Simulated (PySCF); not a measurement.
Compound: C₆H₆OS₂ (charge -1 and doublet state).
Geometry (GFN2-xTB, Å), atoms numbered from 1 in this order:
```xyz
15
C6H6OS2 angstrom
C     -2.528    0.464    0.374
C     -1.531   -0.600    0.025
S     -2.084   -2.172   -0.258
C     -0.185   -0.284   -0.052
C      0.901   -1.105   -0.341
C      2.169   -0.515   -0.346
O      3.275   -1.023   -0.570
C      2.080    0.985   -0.013
S      0.343    1.394    0.250
H     -2.454    1.301   -0.323
H     -3.536    0.055    0.342
H     -2.331    0.854    1.376
H      0.754   -2.150   -0.548
H      2.476    1.590   -0.831
H      2.646    1.214    0.892
```

The hyperfine couplings belong to this conformer and change with its torsions.

The species is `C[C]([S-])C1=CC(=O)CS1` [radical] (charge -1).

Method used: PySCF, UKS B3LYP, pcH-1 on C H O S, non-relativistic, mean-field spin-orbit, GIAO. Whether the extra electron is bound in the gas phase wasn't checked; a finite basis holds it in any case. Couplings are sensitive to structure, and on GFN2-xTB geometries they can be far from those on DFT ones, by a factor of two or more for some ions and for spin on atoms past the first row. No stability test was run, so a lower SCF solution isn't excluded.

(1) Give the principal g shifts and their parts.

(2) How much does each term add to the isotropic shift?

(3) What effective moment and Curie constant follow for a powder?

(4) At 9.342 GHz, how far is the centre of the isotropic spectrum from where a free electron (g = 2.002319) resonates?

(5) In a frozen sample, at which fields do the three g values resonate at 9.5, 34, 94 and 263 GHz (hyperfine left aside), and which band first spreads them over more than twice a line width of 0.5 mT?

Results:

(1) 
```csv
Δg (ppt),1,2,3
relativistic mass correction,-0.20,-0.20,-0.20
gauge correction,-0.01,0.04,0.04
orbital Zeeman/spin–orbit,-0.12,7.69,23.41
total,-0.32,7.53,23.26
```

So g = 2.00200, 2.00985, 2.02558 and g_iso = 2.01247; the tensor is rhombic: the two nearest values differ by 33 % of g3 − g1. Axes: g2 points within 12° of the C4–C5 bond and g3 points within 9° of the C2–S3 bond.

(2) The orbital-Zeeman/spin–orbit term 10.33, the mass correction -0.20 and the gauge correction 0.02 ppt, for a total of 10.16 ppt. The orbital-Zeeman/spin–orbit term is the largest in size. The mass correction is the same along every axis, so the anisotropy comes from the other two: their spans along these axes are 0.05 (gauge) and 23.53 ppt (orbital Zeeman/spin–orbit).

(3) With the mean of g² = 4.0502 and S(S+1) = 0.75: μ_eff = √(⟨g²⟩S(S+1)) = 1.743 μB and χT = 0.12505·⟨g²⟩·S(S+1) = 0.380 cm³ K/mol (cgs; spin-Hamiltonian part alone).

(4) B = hν/(g μB) with μB/h = 13.99624 MHz/mT gives 333.35 mT for the free electron and 331.66 mT at g_iso, 1.68 mT lower.

(5) 
```tsv
band	GHz	B(g3) mT	B(g2) mT	B(g1) mT	spread mT
X	9.5	335.09	337.71	339.04	3.95
Q	34.0	1199.27	1208.66	1213.40	14.13
W	94.0	3315.64	3341.59	3354.69	39.05
J	263.0	9276.74	9349.33	9386.01	109.26
```

The spread grows in proportion to the frequency. X band is the first where it exceeds 1.0 mT.

The largest Mulliken spin populations are on S3 (+0.39), C5 (+0.18), C2 (+0.18) and O7 (+0.12). Three atoms exceed +0.15.

The HOMO–LUMO gaps are 4.16 eV among the α and 2.82 eV among the β orbitals.

The SMILES draws the unpaired electron on C2; the largest computed Mulliken spin population is on S3 (0.39 against 0.18).
